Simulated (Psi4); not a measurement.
Two rigid molecules brought together: C2H6 ··· O2S (SMILES CC and O=S=O). Monomers: optimised at B3LYP-D3(BJ) (def2-TZVP), held rigid. Orientation: lowest of the rigid-body minima from ten starts at GFN2-xTB. R is the distance of the centres of mass, along which the second monomer moves.

Method: SAPT0/jun-cc-pVDZ, frozen core (Psi4).

Components in kJ/mol:

```csv
R / Å,electrostatics,exchange,induction,dispersion,total
2.74,-81.63,250.58,-47.96,-44.96,76.04
2.93,-44.79,143.32,-27.49,-31.16,39.89
3.15,-21.97,73.91,-14.38,-20.64,16.92
3.34,-11.68,41.21,-8.25,-14.63,6.65
3.51,-6.53,24.22,-5.07,-10.84,1.78
3.70,-3.33,13.24,-2.98,-7.84,-0.90
4.02,-0.95,4.70,-1.29,-4.65,-2.20
4.32,-0.20,1.74,-0.64,-2.94,-2.03
4.83,0.10,0.31,-0.24,-1.44,-1.26
5.53,0.10,0.03,-0.08,-0.61,-0.57
6.52,0.06,0.00,-0.03,-0.22,-0.19
7.86,0.03,0.00,-0.01,-0.07,-0.05
```
